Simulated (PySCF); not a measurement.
PbI2, SMILES [I][Pb][I] (connectivity only; charge and spin as stated), neutral, multiplicity 1. Heavy atoms are numbered as in [Pb:1]([I:2])[I:3].

Coordinates come from a B3LYP-D3(BJ)/def2-SVP optimisation. The isomer is the one that the SMILES or the coordinates give; other isomers of the formula were not compared. The def2 effective core potentials stand for the cores of I, Pb; spin–orbit coupling is left out.

All values below come from CAM-B3LYP/def2-TZVPD run with PySCF.

Mulliken values depend strongly on the basis, most of all with diffuse functions as here. ESP charges are fitted to the potential on shells at 1.4 to 2.0 van der Waals radii. Atomic charges (e), one atom of each kind:

```csv
atom,Mulliken,ESP fit
Pb1,0.59,0.51
I2,-0.30,-0.26
```
